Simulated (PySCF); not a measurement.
Computed shifts of a molecule C4H9NSi, PBE/pcSseg-1 in PySCF, GIAO, gas phase, equivalent atoms averaged, in ppm (number of nuclei): ¹³C: 113.5 (1), 80.4 (1), 33.9 (1), 8.1 (1). ²⁹Si: -67.9 (1). ¹⁵N: 29.8 (1). ¹H: 4.67 (2), 3.10 (1), 2.64 (1), 2.29 (3), 0.81 (1), 0.59 (1). References: ¹³C against TMS (σ = 182.0 ppm); ²⁹Si against TMS (σ = 335.4 ppm); ¹⁵N against NH3 (σ = 267.0 ppm); ¹H against TMS (σ = 31.49 ppm), references at their B3LYP-D3(BJ)/def2-TZVP geometries, non-relativistic. The structure is a stationary point at PBE0-D3(BJ)/def2-SVP. The values are those of a single conformer.

Question: Which molecule gave these data?
A) C[SiH2]C#CCN
B) C#CCCN[SiH3]
C) C#CCN[SiH2]C
D) CC#C[SiH2]CN

Answer: D, CC#C[SiH2]CN
